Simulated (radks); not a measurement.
Q: Zr, configuration [Kr] 4d2 5s2. All-electron calculation, Dirac Kohn-Sham, PBE, spin-unpolarised, spherical densities, finite nucleus; open shells are shared between the two j in proportion to 2j + 1; Fermi nuclear charge, rms radius 4.2694 fm. Program: a radial shooting solver on a logarithmic mesh with Libxc functionals. Some entries of the table are withheld. Estimate them.

orbital  occ.  eigenvalue (eV)  <r> (bohr)  <1/r> (bohr^-1)
1s1/2       2        -17816.78     0.03707            41.26
2s1/2       2        -2468.250         (1)            9.341
2p1/2       2        -2259.421         (2)            9.315
2p3/2       4        -2173.564         (3)            8.912
3s1/2       2        -404.5359      0.4583            3.160
3p1/2       2        -326.7937      0.4549            3.055
3p3/2       4        -313.1257      0.4654            2.959
3d3/2       4        -176.0903         (4)            2.755
3d5/2       6        -173.5936         (5)            2.730
4s1/2       2         -54.4793       1.213            1.119
4p1/2       2         -33.6586       1.348           0.9959
4p3/2       4         -31.8850       1.379           0.9694
5s1/2       2              (6)       3.728           0.3429
4d3/2     0.8          -3.6773       2.281           0.6015
4d5/2     1.2          -3.5484       2.310           0.5942

A: 
(1) 2s1/2 <r> (bohr): 0.1623
(2) 2p1/2 <r> (bohr): 0.1387
(3) 2p3/2 <r> (bohr): 0.1430
(4) 3d3/2 <r> (bohr): 0.4505
(5) 3d5/2 <r> (bohr): 0.4540
(6) 5s1/2 eigenvalue (eV): -4.4389
